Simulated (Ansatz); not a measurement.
`C[S][Zn][CH](C)C`. Total charge 0; spin multiplicity 1.

```xyz
16

C     2.5273    2.1245    1.1978
S     2.8387    0.3272    1.1592
Zn    1.0006   -0.4392    0.2765
C    -0.6415   -1.1597   -0.5228
C    -1.7455   -1.3703    0.5083
C    -1.1335   -0.3069   -1.6883
H     1.6745    2.3743    1.8279
H     3.4169    2.5862    1.6264
H     2.3779    2.5316    0.1983
H    -0.3519   -2.1414   -0.9185
H    -2.0660   -0.4263    0.9598
H    -1.4385   -2.0328    1.3217
H    -2.6345   -1.8156    0.0421
H    -0.3815   -0.1965   -2.4740
H    -2.0241   -0.7540   -2.1497
H    -1.4189    0.6990   -1.3648
```

Task: What are the harmonic wavenumbers in cm⁻¹ at PBE0-D4/def2-TZVP (Ansatz, finite differences of forces, unscaled)? (Best estimate.)

Result: Computed: 8, 55, 67, 98, 157, 225, 230, 245, 261, 374, 387, 530, 721, 900, 919, 961, 973, 985, 987, 1111, 1179, 1222, 1330, 1347, 1394, 1412, 1475, 1476, 1477, 1490, 1492, 1499, 3009, 3010, 3023, 3064, 3075, 3076, 3106, 3108, 3151, 3151.
